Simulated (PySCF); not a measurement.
PySCF input for Si(OH)3(PH2) (H5O3PSi), SMILES O[Si](P)(O)O, C-PCM-M06-2X/def2-SVP. The structure is a stationary point at B3LYP-D3(BJ)/def2-SVP. This is a generated structure with no PubChem entry under its InChIKey; it may be hypothetical. Other conformers were not sampled.

```python
import numpy as np
from pyscf import gto, scf, dft
from pyscf.solvent import pcm

mol = gto.M(
    atom='''
    O    -0.59876118   -0.30051335    1.67516201
    Si   -0.34630143   -0.16412783    0.04375628
    O    -1.49807191    0.75120050   -0.73518945
    O    -0.48513522   -1.68269476   -0.60370681
    P     1.69792152    0.73762812   -0.29766401
    H    -1.30118459   -0.91323624    1.93151169
    H    -1.55952420    1.68423330   -0.49990481
    H    -0.73830321   -1.72922303   -1.53335664
    H     2.26149791    0.10944388    0.85399035
    H     1.37265766    1.93821098    0.41000582
    ''',
    basis='def2-SVP',
    charge=0,
    spin=0,
    max_memory=1600,
    verbose=3,
)
mf = dft.RKS(mol, xc='m06-2x').density_fit(auxbasis='def2-universal-jkfit')
mf.grids.level = 4
mf.conv_tol = 1e-9
mf.max_cycle = 100
mf.kernel()
res = {}
for name, eps in {'water': 78.355, 'ethylethanoate': 5.9867, '1-octanol': 9.8629}.items():
    s = mf.PCM()
    s.with_solvent.method, s.with_solvent.eps, s.with_solvent.lebedev_order = 'C-PCM', eps, 29
    s.kernel(mf.make_rdm1())
    res[name] = (s.e_tot, eps, s.dip_moment(), s.mo_energy, s.converged)
    print(f'{name}: electrostatic solvation free energy {(s.e_tot - mf.e_tot) * 627.509474:.3f} kcal/mol')
```

It prints:

```
converged SCF energy = -859.172982436361

WARN: PCM is an experimental feature. It is still in testing.
Features and APIs may be changed in the future.

converged SCF energy = -859.18945197168
Dipole moment(X, Y, Z, Debye): -1.80523,  0.94973,  0.06978
water: electrostatic solvation free energy -10.335 kcal/mol

WARN: PCM is an experimental feature. It is still in testing.
Features and APIs may be changed in the future.

converged SCF energy = -859.186700791487
Dipole moment(X, Y, Z, Debye): -1.73507,  0.89430,  0.05290
ethylethanoate: electrostatic solvation free energy -8.608 kcal/mol

WARN: PCM is an experimental feature. It is still in testing.
Features and APIs may be changed in the future.

converged SCF energy = -859.187862485337
Dipole moment(X, Y, Z, Debye): -1.76415,  0.91711,  0.05982
1-octanol: electrostatic solvation free energy -9.337 kcal/mol
```

The run converged.
